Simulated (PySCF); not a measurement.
# GaP at PBE0

Level: PBE0. PySCF, scalar-relativistic core potentials, basis sets Ga cc-pVDZ-PP with ECP10, P cc-pV(D+d)Z.

```json
{
  "state": "³Σ⁻ (triplet), unpaired electrons π ↑↑",
  "bond length": "2.477 Å",
  "harmonic wavenumber": "287 cm⁻¹",
  "force constant": "1.04 mdyn/Å",
  "rotational constant Be": "0.1285 cm⁻¹",
  "anharmonicity ωexe": "0.926 cm⁻¹",
  "vibration–rotation constant αe": "0.000663 cm⁻¹",
  "well depth De to Ga + P": "2.06 eV",
  "dissociation energy D0": "2.05 eV",
  "bond order (Mayer)": "1.14",
  "dipole moment (positive dipole means Ga(−)P(+))": "-1.49 D"
}
```

Spin–orbit coupling is left out. The state is the lowest determinant that a PBE0 search found; another state may lie lower at other levels.
